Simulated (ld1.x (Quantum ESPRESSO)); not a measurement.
Configuration tests for titanium (Ti) (TM)

| Property | Result |
| --- | --- |
| Element | Ti |
| Generator | ld1.x (Quantum ESPRESSO) 7.5 |
| Type | norm-conserving Troullier–Martins (Kleinman–Bylander form) |
| Functional | PBE |
| Relativity | scalar-relativistic |
| Frozen core | [Ar] |
| Valence charge | 4 |
| Reference configuration | 3d2 4s1.5 4p0.5 |
| Partial waves | 4s (bound): rc 2.95 bohr; 3d (bound): rc 2.50 bohr; 4p (bound): rc 3.40 bohr |
| Local potential | the p channel |
| Core correction | none |

Energies are relative to the spin-unpolarised reference configuration 3d2 4s1.5 4p0.5; without spin polarisation the order of configurations can differ from experiment.

```
valence configuration  charge  ΔE all-electron (eV)  error AE − PS (meV)
          3d2 4s2 4p0       0                -1.519                 +2.3
          3d2 4s1 4p0      +1                 5.828                  +15
          3d2 4s0 4p0      +2                19.400                 +172
          3d1 4s2 4p1       0                 3.153                 +276
          3d2 4s1 4p1       0                 1.557                 +2.0
```

Q: What are ΔE and the potential's error for 3d2.5 4s1.5 4p0?

A: ΔE = -1.166 eV all-electron; the error (AE − PS) is -4.4 meV.

Q: What are ΔE and the potential's error for 3d1 4s2 4p0?

A: ΔE = 8.226 eV all-electron; the error (AE − PS) is +446 meV.
